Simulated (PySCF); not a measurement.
Molecule: `OC[C@H](F)CC(F)(F)F`, C4H6F4O.

Bonds (- single, = double, # triple, : aromatic): O1-C2, C2-C3, C3-F4, C3-C5, C5-C6, C6-F7, C6-F8, C6-F9. O1 carries H10; C2 carries H11, H12; C3 carries H13; C5 carries H14, H15. Stereochemistry as in OC[C@H](F)CC(F)(F)F. H11, H14 are pro-R; H12, H15 are pro-S.

Frames of a GFN2-xTB Langevin trajectory at 400 K; GIAO PBE0/pcSseg-1 shieldings in PySCF 2.14, gas phase, non-relativistic; equivalent atoms averaged within each frame.

Scale: ¹⁷O (σ = 336.08 ppm) against H2O; TMS for ¹³C (σ = 186.93 ppm) and ¹H (σ = 31.72 ppm); ¹⁹F (σ = 170.95 ppm) vs CFCl3 (reference shieldings calculated alike). The references are static minima.

Task: How do the shifts (ppm) fluctuate along the trajectory?

Result: 
```tsv
time (fs)	O1	C6	C3	C2	C5	F7/F8/F9	F4	H11	H13	H12
optimised geometry	11.8	134.3	93.3	67.5	37.8	-82.7	-220.8	4.41	5.01	3.86
250	26.8	134.0	108.1	74.0	40.9	-81.8	-146.8	6.18	5.02	4.43
425	10.7	134.6	95.7	73.2	41.0	-83.7	-205.7	4.86	6.00	2.12
625	22.2	138.3	94.3	72.4	45.2	-82.7	-201.3	4.16	4.23	3.79
800	29.5	135.4	93.2	66.7	34.8	-70.4	-217.4	3.15	4.97	3.10
1000	22.5	134.3	105.7	75.4	42.0	-83.2	-180.4	5.16	5.87	4.36
mean of frames	22.3	135.3	99.4	72.3	40.8	-80.4	-190.3	4.70	5.22	3.56
standard deviation	7.2	1.8	7.0	3.3	3.8	5.6	27.8	1.13	0.72	0.97
```

5 frames give an uncertainty of the mean of about the standard deviation over 2.2 at best, since frames this close in time may not be independent; classical motion lacks zero-point vibration, and the reference would need the same averaging.
